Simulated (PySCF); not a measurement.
What does the PBE0-D3(BJ)/def2-SVP structure of InChI=1S/Cl4Ge/c1-5(2,3)4 look like in three dimensions?

```
atom  x, y, z in Å
Cl1    2.119   -0.049   -0.233
Ge2    0.006   -0.005   -0.006
Cl3   -0.875    1.027   -1.639
Cl4   -0.741   -1.992    0.030
Cl5   -0.479    0.984    1.811
```

Orientation and origin are arbitrary. Atoms count from 1 in this order. Ge2 (germanium bonded to 4 Cl) is tetrahedral (angles from 108.8° to 109.9°). All 4 Cl–Ge bonds measure 2.123 to 2.125 Å.

Bonds between heavy atoms (Å): Cl1–Ge2 2.125, Ge2–Cl3 2.123, Ge2–Cl4 2.124, Ge2–Cl5 2.125.

Computed, not measured: PBE0-D3(BJ)/def2-SVP geometry optimisation, gas phase (PySCF 2.14.0).

Point group: Td (tolerance 0.08 Å). PBE0-D3(BJ)/def2-SVP frequencies: not computed here.

Time: 26 s wall; peak memory 0.44 GiB. Hardware: Intel Xeon Platinum 8488C, one thread, no GPU (shared host). This is the geometry optimisation.

---

Give a PBE0-D3(BJ)/def2-SVP geometry of `[H][Hf]([H])([H])[H]`. (Singlet state.)

Z-matrix in Å and degrees, rows numbered from 1:
```
Hf
H   1  1.8438
H   1  1.8442  2  109.46
H   1  1.8442  2  109.48  3  -120.01
H   1  1.8442  2  109.48  3   120.00
```

Hf1 (hafnium bonded to 4 H) is tetrahedral (all angles 109.5°).

Computed, not measured: PBE0-D3(BJ)/def2-SVP geometry optimisation, gas phase, def2 core potentials past Kr in PySCF 2.14.0.

Point group: Td (tolerance 0.08 Å). Whether it is a minimum is left open (no frequencies).

Time: 3.3 s; peak memory 0.25 GiB. Hardware: one thread, AMD EPYC 9B45 (x86_64), on a shared host. That covers the optimisation of the geometry.

---

**Question.** What does the PBE0-D3(BJ)/def2-SVP structure of CdMeH (`[H][Cd][CH3]`) look like in three dimensions? (Singlet state.)

**Answer.** 
```xyz
6
CH4Cd angstrom
Cd    -0.0059    0.0070   -1.3270
C      0.0047    0.0018    0.7880
H     -0.4486    0.9203    1.1919
H      1.0322   -0.0692    1.1775
H     -0.5650   -0.8569    1.1764
H     -0.0174   -0.0029   -3.0069
```

Any rigid rotation of these coordinates is as good. Atoms count from 1 in this order. 

Bonds between heavy atoms (Å): Cd1–C2 2.115.

The calculation used PBE0-D3(BJ)/def2-SVP geometry optimisation, gas phase, def2 core potentials past Kr in PySCF 2.14.0.

Point group: C3v (tolerance 0.08 Å). PBE0-D3(BJ)/def2-SVP frequencies: not computed here.
